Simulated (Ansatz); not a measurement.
Ansatz results at the PBE0-D4/def2-TZVP geometry: size of the dipole moment (ωB97M-V/def2-TZVPP) 1.25 D; HOMO–LUMO gap (B3LYP/def2-TZVPP) 3.93 eV; size of the dipole moment (PBE/def2-TZVPP) 1.34 D.

Each molecule was computed in one conformer, which needn't be the lowest.

Problem. Which molecule gave them?
A. `SB1OC[Te]1`
B. `O[Si@]1(Cl)O[C@@H]1F`
C. `F[CH](F)[GeH3]`
D. `CN[SiH2][AlH2]`

Solution. D. The others give `O[Si@]1(Cl)O[C@@H]1F`: 1.11, 7.01, 0.95; `F[CH](F)[GeH3]`: 1.87, 8.68, 1.62; `SB1OC[Te]1`: 1.32, 4.60, 1.43.

B3LYP here is the variant with VWN-RPA as its local correlation; programs differ in this.
